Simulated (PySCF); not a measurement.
A GIAO shielding run with PySCF (density fitting, non-relativistic, gas phase) on SMILES C#CC1=CS[Si@H](F)CC1, C6H7FSSi:

```
$ OMP_NUM_THREADS=1 python probes_run.py task.json out

{"job": {"kind": "nmr", "xc": "PBE0", "basis": "pcSseg-1"}, "charge": 0, "multiplicity": 1}
C      3.452504     0.159935    -0.170136
C      2.289247    -0.140468    -0.158694
C      0.909206    -0.443820    -0.166157
C      0.479237    -1.530141     0.486332
S     -1.186264    -2.081311     0.603077
Si    -2.225632    -0.205437     0.671725
F     -3.497364    -0.335258    -0.309528
C     -1.055029     1.119283     0.000052
C      0.010126     0.500296    -0.917390
H      4.473128     0.401689    -0.177848
H      1.169323    -2.198213     0.976407
H     -2.773702     0.017356     1.992941
H     -1.623210     1.861990    -0.561067
H     -0.557432     1.648633     0.813453
H     -0.486091    -0.053176    -1.721897
H      0.614356     1.287587    -1.372680
```

Hardware: 1 thread of an Arm Neoverse N1, shared host. The job also computes population analyses, field gradients, ring-centre shieldings.

Q: How large is the calculation?

A: 82 electrons, 202 basis functions and 1091 auxiliary functions.

Q: How long does it take, and how much memory does it need?

A: 66 s of wall time, with 14 SCF cycles and 5 response iterations; peak memory 0.91 GiB. Times on a shared host scatter by some tens of per cent.
